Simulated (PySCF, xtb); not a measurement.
trichloro(chlorosilyl)silane (Cl4H2Si2), SMILES Cl[SiH2][Si](Cl)(Cl)Cl. Atoms are numbered in the order given.

```xyz
8

Si     1.2132     1.3540     0.0000
Cl    -0.1834     2.8758     0.0000
Si     0.0066    -0.6177     0.0000
Cl    -1.1782    -0.7189     1.6647
Cl    -1.1782    -0.7189    -1.6647
Cl     1.2938    -2.2142     0.0000
H      2.0525     1.4443     1.2218
H      2.0525     1.4443    -1.2218
```

Geometry optimised at ωB97X-D3(BJ)/def2-SVP. The values are those of a single conformer.

Level of theory: C-PCM-PBE0/def2-SVP in PySCF 2.14.0.

The values are the electrostatic part of the solvation free energy, E(continuum) − E(gas) at the gas-phase geometry, in a cavity of scaled van der Waals radii (PySCF's table); cavitation and dispersion terms are not included. In vacuum the orbital gap is 7.48 eV. The dipole moment in vacuum is 1.43 D.

Computed values in water (ε = 78.36), toluene (ε = 2.37), dimethylsulfoxide (ε = 46.83):
```
solvent                ε  ΔG(elec) (kcal/mol)  dipole (D)  gap (eV)
-----------------  -----  -------------------  ----------  --------
water              78.36                 -1.7        1.99      7.56
toluene             2.37                 -0.9        1.72      7.52
dimethylsulfoxide  46.83                 -1.7        1.99      7.55
```

For comparison, GFN2-xTB/ALPB(water) (xtb, at the GFN2-xTB geometry, all terms of that model) gives -2.3 kcal/mol.
